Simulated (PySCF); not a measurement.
H2Be, singlet, geometry from GFN2-xTB (such geometries of metal compounds can be far from the true shape); PBE0/6-31G* in PySCF.

The PySCF input:
```python
from pyscf import gto, scf, dft

mol = gto.M(
    atom='''
Be    0.00000000    0.00000000    0.00000000
H     0.00000000    0.00000000    1.27939097
H    -0.00000000   -0.00000000   -1.27939097
''',
    basis='6-31g*',
    verbose=5,
)

mf = dft.RKS(mol)
mf.xc = 'pbe0'
mf.kernel()
```

Output, abridged:

```
PySCF version 2.14.0

[INPUT] verbose = 5
[INPUT] max_memory = 4000
[INPUT] num. atoms = 3
[INPUT] num. electrons = 6
[INPUT] charge = 0
[INPUT] spin (= nelec alpha-beta = 2S) = 0
[INPUT] symmetry False subgroup None
[INPUT] Mole.unit = angstrom
[INPUT] Symbol           X                Y                Z      unit          X                Y                Z       unit  Magmom
[...]
[INPUT] ---------------- BASIS SET ----------------
[INPUT] l, kappa, [nprim/nctr], expnt,             c_1 c_2 ...
[INPUT] Be
[...]
                                189.93681         0.0148351
                                43.159089         0.0720906
                                12.098663         0.2371542
                                3.8063232         0.4691987
                                1.2728903         0.3565202
[...]
                                0.7478133         -0.2295064
                                0.2199663         1.1869167
[...]
                                0.7478133         0.2615506
                                0.2199663         0.7939723
[...]
[INPUT] H
[...]
                                2.8253937         0.23472695
                                0.6401217         0.81375733
[...]
nuclear repulsion = 3.51574022194326
number of shells = 10
number of NR pGTOs = 35
number of NR cGTOs = 18
basis = 6-31g*
ecp = {}

******** <class 'pyscf.dft.rks.RKS'> ********
method = RKS
initial guess = minao
damping factor = 0
level_shift factor = 0
DIIS = <class 'pyscf.scf.diis.CDIIS'>
diis_start_cycle = 1
diis_space = 8
diis_damp = 0
SCF conv_tol = 1e-09
SCF conv_tol_grad = None
SCF max_cycles = 50
direct_scf = True
direct_scf_tol = 1e-13
XC library pyscf.dft.libxc version 7.1.2
    S. Lehtola, C. Steigemann, M. J. T. Oliveira, and M. A. L. Marques,  SoftwareX 7, 1–5 (2018)
XC functionals = pbe0
    C. Adamo and V. Barone,  J. Chem. Phys. 110, 6158 (1999)
    M. Ernzerhof and G. E. Scuseria,  J. Chem. Phys. 110, 5029 (1999)
radial grids:
    Treutler-Ahlrichs [JCP 102, 346 (1995); DOI:10.1063/1.469408] (M4) radial grids

becke partition: Becke, JCP 88, 2547 (1988); DOI:10.1063/1.454033
pruning grids: <function nwchem_prune>
grids dens level: 3
symmetrized grids: False
atomic radii adjust function: <function treutler_atomic_radii_adjust>
small_rho_cutoff = 0
Set gradient conv threshold to 3.16228e-05
Initial guess from minao.
atom Be rad-grids = 75, ang-grids = [ 50  50  50  50  50  50  50  50  50  50  50  50  50  50  50  50  50  50
[...]
cycle= 2 E= -15.8659510971124  delta_E= -0.00387  |g|= 0.0156  |ddm|= 0.167
[...]
  mo_energy =
[-4.03982965 -0.36120184 -0.32500704 -0.01430064 -0.01430064  0.10723339
  0.19549495  0.32018562  0.32405812  0.32405812  0.44845096  0.77389331
  0.83455209  0.83455209  0.89732757  0.89733188  1.25189224  1.78150735]
nelec by numeric integration = 5.999999927270769
E1 = -27.369322082450562  E2 = 7.987487751468734  Ecoul = 11.558513487869863  Exc = -3.571025736401129
cycle= 3 E= -15.8660941090386  delta_E= -0.000143  |g|= 0.00279  |ddm|= 0.0289
[...]
  mo_energy =
[-4.04228143 -0.36078687 -0.32465607 -0.01437758 -0.01437758  0.10764137
  0.19550906  0.32021662  0.32353307  0.32353307  0.44845568  0.77454234
  0.83414972  0.83414972  0.89722692  0.89723161  1.25303135  1.78233511]
nelec by numeric integration = 5.999999927254162
E1 = -27.370486332223855  E2 = 7.9886491887722375  Ecoul = 11.559459911995608  Exc = -3.5708107232233703
cycle= 4 E= -15.8660969215084  delta_E= -2.81e-06  |g|= 0.000233  |ddm|= 0.00489
[...]
  mo_energy =
[-4.04166815 -0.36056882 -0.32444711 -0.01419308 -0.01419308  0.10778096
  0.19559442  0.32037845  0.32375934  0.32375934  0.44865128  0.77473991
  0.83441185  0.83441185  0.89750309  0.89750779  1.25321503  1.78259815]
nelec by numeric integration = 5.999999927251595
E1 = -27.370085095869364  E2 = 7.988247920886719  Ecoul = 11.558988920383138  Exc = -3.5707409994964188
cycle= 5 E= -15.8660969530394  delta_E= -3.15e-08  |g|= 9.14e-06  |ddm|= 0.000509
[...]
  mo_energy =
[-4.04168848 -0.36057621 -0.32445415 -0.01419956 -0.01419956  0.10777578
  0.19559074  0.32037241  0.3237515   0.3237515   0.44864371  0.77473316
  0.83440223  0.83440223  0.89749501  0.89749972  1.25320829  1.78258929]
nelec by numeric integration = 5.999999927251579
E1 = -27.37009722413546  E2 = 7.988260049115963  Ecoul = 11.559003009856099  Exc = -3.5707429607401355
cycle= 6 E= -15.8660969530762  delta_E= -3.69e-11  |g|= 1.77e-07  |ddm|= 1.59e-05
[...]
  mo_energy =
[-4.04168839 -0.36057622 -0.32445417 -0.01419954 -0.01419954  0.10777577
  0.19559075  0.32037245  0.32375155  0.32375155  0.44864374  0.77473318
  0.8344023   0.8344023   0.89749508  0.89749978  1.25320827  1.78258929]
nelec by numeric integration = 5.999999927251581
E1 = -27.37009711633963  E2 = 7.988259941320119  Ecoul = 11.559002912095202  Exc = -3.5707429707750835
Extra cycle  E= -15.8660969530763  delta_E= -1.07e-14  |g|= 2.86e-08  |ddm|= 5.15e-07
converged SCF energy = -15.8660969530763
```
